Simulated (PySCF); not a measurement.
`CSC[C@@H]1C[C@@H]1F`, C5H9FS

Molfile (atoms numbered from 1):
```
C5H9FS
     RDKit          3D

 16 16  0  0  0  0  0  0  0  0999 V2000
    2.4932    0.3840   -0.4712 C   0  0  0  0  0  0  0  0  0  0  0  0
    1.7068   -1.0944    0.1972 S   0  0  0  0  0  0  0  0  0  0  0  0
    0.0908   -0.9974   -0.6196 C   0  0  0  0  0  0  0  0  0  0  0  0
   -0.7109    0.2417   -0.3141 C   0  0  2  0  0  0  0  0  0  0  0  0
   -1.1684    0.5005    1.1018 C   0  0  0  0  0  0  0  0  0  0  0  0
   -2.1521    0.0953    0.0662 C   0  0  2  0  0  0  0  0  0  0  0  0
   -2.6628   -1.1617    0.1318 F   0  0  0  0  0  0  0  0  0  0  0  0
    2.5304    0.3585   -1.5714 H   0  0  0  0  0  0  0  0  0  0  0  0
    3.5232    0.3983   -0.0882 H   0  0  0  0  0  0  0  0  0  0  0  0
    1.9860    1.3023   -0.1389 H   0  0  0  0  0  0  0  0  0  0  0  0
    0.2224   -1.1077   -1.7083 H   0  0  0  0  0  0  0  0  0  0  0  0
   -0.4516   -1.8895   -0.2724 H   0  0  0  0  0  0  0  0  0  0  0  0
   -0.4677    1.1197   -0.9211 H   0  0  0  0  0  0  0  0  0  0  0  0
   -1.1878    1.5243    1.4834 H   0  0  0  0  0  0  0  0  0  0  0  0
   -0.8887   -0.2601    1.8365 H   0  0  0  0  0  0  0  0  0  0  0  0
   -2.8908    0.8096   -0.3119 H   0  0  0  0  0  0  0  0  0  0  0  0
  1  2  1  0
  2  3  1  0
  3  4  1  0
  4  5  1  0
  5  6  1  0
  6  7  1  0
  6  4  1  0
  1  8  1  0
  1  9  1  0
  1 10  1  0
  3 11  1  0
  3 12  1  0
  4 13  1  6
  5 14  1  0
  5 15  1  0
  6 16  1  6
M  END
```

Level of theory: TDDFT BHandHLYP/def2-SVPD circular dichroism and optical rotation, one conformer, gas phase (PySCF 2.14.0). Geometry: PBE0-D3(BJ)/def2-SVP.

The molecule is flexible and this is one conformer; a measurement averages over conformers. States above about 7.5 eV (minus the energy of the highest occupied orbital) lie near or above the ionisation threshold and depend on the basis. Singlets 6 and 7 lie within 0.01 eV of each other, so their separate moments and overlaps can depend on how they mix.

Q: Draw the ECD and absorption spectra from the lowest 16 states, each a Gaussian of half-width 0.35 eV at 1/e height.

A: 
```csv
E (eV),λ (nm),Δε (L mol⁻¹ cm⁻¹),ε (L mol⁻¹ cm⁻¹)
5.17,240,-0.11,1.03
5.32,233,-0.31,3.02
5.47,227,-0.60,7.12
5.62,221,-0.82,19.3
5.77,215,-0.79,71.8
5.92,209,-0.57,257
6.07,204,-0.29,696
6.22,199,+0.12,1350
6.37,195,+0.78,1870
6.52,190,+1.33,1880
6.67,186,+1.26,1520
6.82,182,+0.58,1350
6.97,178,-0.19,1670
7.12,174,-0.46,2110
7.27,171,+0.02,2140
7.42,167,+0.72,1770
7.57,164,-0.41,1470
7.72,161,-7.34,1800
7.87,158,-23.59,3090
8.02,155,-44.96,5310
8.17,152,-55.62,7850
8.32,149,-42.01,9780
8.47,146,-12.42,10400
8.62,144,+10.22,9260
```
Δε uses R in velocity form, ε uses f in length form. Only the states computed contribute, so the short-wavelength end is incomplete.
